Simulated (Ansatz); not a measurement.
Start from `N[Si](F)(F)F` and change one element to get `[NH2][Ge]([F])([F])[F]`.

Ansatz, PBE0-D4/def2-TZVP geometries, multiplicity 1. Each molecule was computed in one conformer, which needn't be the lowest.

Scalar relativity is left out up to krypton.

| property | `N[Si](F)(F)F` |
| --- | --- |
| HOMO energy (ωB97M-V/def2-TZVPP) / eV | -11.08 |
| HOMO–LUMO gap (B3LYP/def2-TZVPP) / eV | 8.47 |
| LUMO energy (PBE/def2-TZVPP) / eV | -0.39 |
| LUMO energy (PBE0/def2-TZVPP) / eV | 0.48 |
| LUMO energy (B3LYP/def2-TZVPP) / eV | 0.09 |
| ideal-gas entropy at 298 K and 1 bar (rigid rotor, harmonic PBE0-D4/def2-TZVP) / J/(mol·K) | 327 |

Task: Give the same properties after the change, and the shifts. (An estimate is asked.)

Result: Ansatz gave: 
```
                                                                                  property  `[NH2][Ge]([F])([F])[F]`  shift
                                                     HOMO energy (ωB97M-V/def2-TZVPP) / eV                    -11.49  -0.41
                                                     HOMO–LUMO gap (B3LYP/def2-TZVPP) / eV                      7.67  -0.80
                                                         LUMO energy (PBE/def2-TZVPP) / eV                     -1.77  -1.38
                                                        LUMO energy (PBE0/def2-TZVPP) / eV                     -0.71  -1.19
                                                       LUMO energy (B3LYP/def2-TZVPP) / eV                     -1.12  -1.21
ideal-gas entropy at 298 K and 1 bar (rigid rotor, harmonic PBE0-D4/def2-TZVP) / J/(mol·K)                       344     17
```

With PBE0 the HOMO falls by 0.41 eV and the LUMO falls by 1.19 eV, so the gap narrows by about 0.78 eV. PBE moves the HOMO by -0.39 eV and ωB97M-V by -0.41 eV.

B3LYP here is the variant with VWN-RPA as its local correlation; programs differ in this.
